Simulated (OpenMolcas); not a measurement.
## Mn2+, Tc2+, Re2+: d⁵ down the group

```
Program             : OpenMolcas
Method              : SS-CASPT2, IPEA 0.25 Eh, imaginary shift 0.1 Eh
Basis               : ANO-RCC-VQZP
Scalar Hamiltonian  : DKH2, point nucleus
Spin-orbit coupling : RASSI with atomic mean-field integrals over the reference wave functions, term energies averaged over their components
```

Active space for each ion: 5 electrons in 10 orbitals (d d); closed shells correlated by CASPT2: Mn2+ 3s 3p; Tc2+ 4s 4p; Re2+ 5s 5p.

Computed levels in cm-1 above ⁶S_5/2:

```json
{"Level": "⁴G_7/2", "Mn2+": "27680", "Tc2+": "20370", "Re2+": "18270"}
{"Level": "⁴G_9/2", "Mn2+": "27710", "Tc2+": "20490", "Re2+": "19730"}
{"Level": "⁴G_11/2", "Mn2+": "27720", "Tc2+": "20480", "Re2+": "19310"}
{"Level": "⁴P_1/2", "Mn2+": "30510", "Tc2+": "23140", "Re2+": "20590"}
{"Level": "⁴D_7/2", "Mn2+": "33330", "Tc2+": "24200", "Re2+": "22790"}
{"Level": "⁴D_1/2", "Mn2+": "33340", "Tc2+": "24690", "Re2+": "25330"}
{"Level": "²I_11/2", "Mn2+": "40430", "Tc2+": "29940", "Re2+": "27970"}
{"Level": "²I_13/2", "Mn2+": "40490", "Tc2+": "30310", "Re2+": "30450"}
{"Level": "²F_7/2(1)", "Mn2+": "44490", "Tc2+": "34390", "Re2+": "37410"}
{"Level": "weight of ⁶S in the lowest level (%)", "Mn2+": "100", "Tc2+": "99", "Re2+": "90"}
```

Mixed levels, with the weight of the term that names them: Re2+ ⁴G_7/2 (70 %), Re2+ ⁴P_1/2 (60 %), Re2+ ⁴D_7/2 (74 %), Re2+ ⁴D_1/2 (64 %), Re2+ ²F_7/2(1) (57 %).

Measured, with the error of the calculation in %. Measured levels: Mn2+ from Corliss and Sugar, J. Phys. Chem. Ref. Data 6, 1253 (1977); Re2+ from the list in Brasseur, Gamrath and Quinet, At. Data Nucl. Data Tables 157, 101636 (2024).

| Level | Mn2+ | Re2+ |
| --- | --- | --- |
| ⁴G_7/2 |  | 16890 (+8.2) |
| ⁴G_9/2 |  | 18346 (+7.5) |
| ⁴G_11/2 |  | 18020 (+7.2) |
| ⁴D_7/2 | 32307 (+3.2) | 20453 (+11.4) |
| ⁴D_1/2 | 32369 (+3.0) |  |
| ²I_11/2 | 39174 (+3.2) | 26170 (+6.9) |
| ²I_13/2 | 39176 (+3.4) | 28588 (+6.5) |
| ²F_7/2(1) | 42606 (+4.4) |  |

Without spin-orbit coupling ⁴G lies 27700, 20430, 18960 cm-1 above ⁶S in that order; the difference to the level ⁴G_7/2, of either sign, comes from spin-orbit coupling, which also lowers the zero.

CASPT2 breaks the degeneracy within a term, and the mean is taken; among the terms shown or strongly mixed into the levels shown the widest spread is 340 cm-1 (5d⁵ ²G(1), Re2+). Active for correlation alone: 4d; no level in the range computed is led by a configuration that fills it, so any true level of that kind is missing (holds for Mn2+). Active for correlation alone: 5d; no level in the range computed is led by a configuration that fills it, so any true level of that kind is missing (holds for Tc2+). Active for correlation alone: 6d; no level in the range computed is led by a configuration that fills it, so any true level of that kind is missing (holds for Re2+). Computed and measured levels are paired by configuration, term and J; levels that our copy of the source lacks, or whose pairing is in doubt (as where it misses far off the trend of its configuration), stay unpaired and out of the deviations. Levels of configurations outside the active space are missing.

A number in round brackets counts repeated terms of one configuration in the order of the reference energies.
